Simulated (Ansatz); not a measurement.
A nudged elastic band was laid between two geometries of BrCl₃H₂HfO (8 atoms, charge 0, multiplicity 1).

All numbers below come from RKS B3LYP-D4/def2-SVP in Ansatz 0.2.0.

```json
{
 "movable images": "5",
 "climbing image": "yes",
 "spring": "5.0 eV/Å²",
 "optimiser": "quadratic models (default)",
 "start path": "through a guess of the saddle point",
 "force threshold": "0.05 eV/Å",
 "iteration limit": "60",
 "end points": "relaxed"
}
```

Initial state:

```xyz
8
Properties=species:S:1:pos:R:3
Hf -0.051 -0.081 0.154
Cl -0.077 -0.200 2.533
Cl 2.060 -0.418 -0.858
Cl -1.304 1.688 -0.789
O -1.024 -1.619 -0.352
H -1.525 -2.388 -0.630
Br 1.698 2.674 1.233
H 1.458 2.253 2.579
```

Final state:

```xyz
8
Properties=species:S:1:pos:R:3
Hf 0.396 0.335 -0.326
Cl -0.963 0.874 2.649
Cl 1.455 -0.052 -2.385
Cl -1.302 1.890 -0.851
O -0.245 -1.372 0.197
H -0.638 -2.201 0.477
Br 2.291 1.215 1.131
H 0.243 1.220 2.979
```

(1) What changes between the two ends?

(2) Give the energies along the band, and the barrier.

(3) What is the geometry of the highest image?

(4) What are the harmonic wavenumbers there?

## Answers

(1) Bonds broken: Hf1–Cl2, Br7–H8. Bonds formed: Hf1–Br7, Cl2–H8.

(2) The forces met the threshold. The highest image is number 3 of 0 to 6, 0.41 eV above the first end and 0.35 eV above the last; the last end lies 0.06 eV above the first. A vibrational analysis at the climbing image gives one clearly imaginary mode, 175i cm⁻¹: a first-order saddle point. The orbitals stay closed-shell, which can raise the energy where a bond breaks towards radicals; this wasn't checked here.

```csv
image,path coordinate (Å),energy (eV),Hf1–Cl2 (Å),Br7–H8 (Å),Hf1–Br7 (Å)
0,0.00,0.00,2.38,1.43,3.44
1,0.63,0.04,2.41,1.44,3.25
2,1.25,0.19,2.47,1.48,3.04
3,1.88,0.41,2.65,1.78,2.78
4,2.71,0.31,2.91,2.24,2.64
5,3.53,0.15,3.16,2.47,2.58
6,4.36,0.06,3.31,2.76,2.55
```

(3) 
```xyz
8
Properties=species:S:1:pos:R:3
Hf 0.193 0.307 0.009
Cl -0.176 0.052 2.621
Cl 2.028 -0.240 -1.360
Cl -1.239 1.799 -1.102
O -0.771 -1.326 -0.081
H -1.232 -2.161 0.032
Br 1.685 2.254 1.324
H 0.748 1.224 2.428
```

(4) 175i, 12, 84, 93, 111, 159, 169, 198, 262, 339, 365, 372, 386, 629, 643, 758, 1106, 3948 cm⁻¹.

Time of the run: 2.1 min on 4 threads of AMD EPYC 9R45 96-Core Processor (Zen 5), with other jobs on the host, peak memory 0.47 GiB.
